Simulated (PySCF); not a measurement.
Cd(Me)(SH) (CH4CdS), SMILES [CH3][Cd][SH].

Coordinates come from a PBE0-D3(BJ)/def2-TZVP optimisation. The def2 effective core potentials stand for the cores of Cd; spin–orbit coupling is left out. One conformer was computed; it need not be the lowest.

The numbers are results of PBE0-D3(BJ)/def2-TZVP (PySCF), not measurements.

Frequencies are harmonic and unscaled.

Computed normal modes with their intensities:
```csv
mode,ν (cm⁻¹),IR (km/mol),moving atoms (share of kinetic energy)
1,7,8.3,H 98 %
2,106,4.3,"C 35 %, Cd 25 %, H 20 %, S 19 %"
3,108,3.2,"C 35 %, Cd 26 %, S 21 %, H 19 %"
4,336,20.1,"S 75 %, Cd 14 %"
5,518,24.4,"C 66 %, H 17 %, Cd 16 %"
6,611,9.0,H 94 %
7,708,27.8,"H 84 %, C 15 %"
8,710,28.4,"H 84 %, C 14 %"
9,1181,2.2,"H 83 %, C 17 %"
10,1451,1.4,H 95 %
11,1451,1.1,H 95 %
12,2705,1.0,H 97 %
13,3064,16.2,H 98 %
14,3158,5.3,"H 91 %, C 9 %"
15,3160,5.6,"H 91 %, C 9 %"
```
